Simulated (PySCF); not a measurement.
# Spin-rotation constants: `CCCOB([AsH2])OC`, C$_{4}$H$_{12}$AsBO$_{2}$

Geometry (Å), atoms numbered from 1 in this order:
```xyz
20

C     3.4360    0.5344   -0.0660
C     2.2973   -0.4763   -0.0728
C     0.9369    0.2052    0.0285
O    -0.0820   -0.7791    0.0087
B    -1.3951   -0.4954    0.1157
As   -2.5679   -2.1704    0.1199
O    -1.7742    0.7974    0.2508
C    -3.0984    1.2255    0.4042
H     3.4178    1.1264    0.8465
H     4.3933    0.0229   -0.1255
H     3.3532    1.2110   -0.9136
H     2.3238   -1.0645   -0.9920
H     2.4046   -1.1672    0.7655
H     0.8610    0.7832    0.9575
H     0.7862    0.8947   -0.8111
H    -3.3438   -1.7643   -1.1114
H    -1.6111   -2.9212   -0.7451
H    -3.2049    1.7186    1.3740
H    -3.3327    1.9432   -0.3858
H    -3.8053    0.3865    0.3490
```

Level of theory: PySCF 2.14.0, GIAO BHandHLYP/pcSseg-1 magnetisability, rotational g tensor and spin-rotation constants, non-relativistic, gas phase. Geometry: GFN2-xTB.

The calculation is non-relativistic, which matters for the atoms heavier than Zn.

Question: Give the nuclear spin-rotation constants along the inertial axes (H = +C I·J) beside the isotropic shieldings.

Answer: Rotational constants 2.1547, 0.5738, 0.4602 GHz. A star marks the isotopologue with that one atom substituted, in its own axes.
| atom | isotope | Caa (kHz) | Cbb (kHz) | Ccc (kHz) | mean (kHz) | σ (ppm) |
| --- | --- | --- | --- | --- | --- | --- |
| B5 | 11B | 0.615 | 0.168 | 0.095 | 0.293 | 68.4 |
| As6 | 75As | 1.949 | 0.506 | 0.525 | 0.993 | 1945.1 |
| H9 | 1H | -0.229 | -0.039 | -0.015 | -0.094 | 31.1 |
| H10 | 1H | -0.110 | -0.021 | -0.051 | -0.060 | 30.6 |
| H11 | 1H | -0.226 | -0.044 | -0.011 | -0.094 | 31.1 |
| H12 | 1H | -0.233 | -0.032 | -0.011 | -0.092 | 30.1 |
| H13 | 1H | -0.231 | -0.035 | -0.008 | -0.092 | 30.2 |
| H14 | 1H | -0.216 | -0.028 | -0.001 | -0.082 | 28.1 |
| H15 | 1H | -0.216 | -0.031 | 0.001 | -0.082 | 28.1 |
| H16 | 1H | -0.186 | -0.055 | -0.006 | -0.082 | 29.8 |
| H17 | 1H | -0.190 | -0.016 | -0.037 | -0.081 | 30.0 |
| H18 | 1H | -0.232 | -0.032 | 0.005 | -0.086 | 27.9 |
| H19 | 1H | -0.231 | -0.024 | -0.002 | -0.086 | 27.9 |
| H20 | 1H | 0.031 | -0.036 | -0.051 | -0.019 | 28.1 |
| C1 | 13C* | 0.276 | 0.075 | 0.062 | 0.138 | 174.8 |
| C2 | 13C* | 0.331 | 0.086 | 0.079 | 0.165 | 157.8 |
| C3 | 13C* | 0.388 | 0.130 | 0.114 | 0.211 | 118.1 |
| O4 | 17O* | -0.388 | -0.133 | -0.045 | -0.189 | 190.1 |
| O7 | 17O* | -0.528 | -0.095 | -0.017 | -0.213 | 213.8 |
| C8 | 13C* | 0.370 | 0.111 | 0.105 | 0.195 | 130.1 |

For the geometry as given, no vibrational averaging.

Question: How do the rotational constants and the g tensor change when H9, H10, H11, H12, H13, H14, H15, H16, H17, H18, H19, H20 are replaced by deuterium?

Answer: Constants 1.8096, 0.4997, 0.4022 GHz; g -0.0034, -0.0026, -0.0018, against -0.0038, -0.0029, -0.0020 before.
